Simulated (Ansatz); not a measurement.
Cost and result up the ladder for Li5Al3 (8 atoms). The state is a singlet with charge 0. Geometry: r2SCAN-D4/def2-SVP.

Cartesian coordinates in Å:
```
Al 1.345 -1.394 0.453
Al 2.259 0.686 -0.564
Al -0.288 1.151 -0.376
Li -2.736 0.187 0.222
Li -1.002 -2.592 1.130
Li -0.272 0.137 2.123
Li 1.242 3.081 -1.400
Li -0.547 -1.257 -1.587
```

Ansatz on 4 threads of Arm Neoverse V2 on a shared host. Times are rough, and most runs start from the orbitals of an earlier one. No level here is sound enough to serve as a yardstick. Binding counts from free atoms at the same level (Al doublet, Li doublet; other spins of the atoms weren't run), without zero-point energy or a counterpoise term.

Correlated methods freeze 15 core orbitals; core or outer-core shells of Li are correlated, in sets that lack core-valence functions. Another isomer (singlet) lies 0.54 eV lower at PBE0-D4/def2-TZVP; other spin states weren't run for this one.

Correlated methods converge slowly with the basis.

| level | functions | wall time | binding energy per atom (eV) | remarks |
| --- | --- | --- | --- | --- |
| BLYP-D4/def2-TZVP | 181 | 2.1 s | 1.31 | restricted SCF unstable in HF |
| PBE-D4/def2-TZVP (with forces) | 181 | 2.3 s | 1.49 | restricted SCF unstable in HF |
| PBE0-D4/def2-TZVP | 181 | 3 s | 1.43 | restricted SCF unstable in HF |
| r2SCAN-D4/def2-TZVP | 181 | 4.4 s | 1.48 | restricted SCF unstable in HF |
| B97M-V/def2-TZVP | 181 | 8 s | 1.52 | restricted SCF unstable in HF |
| CCSD(T)/def2-TZVPP | 221 | 54 s | 1.41 | large T1 (0.024), restricted SCF unstable |
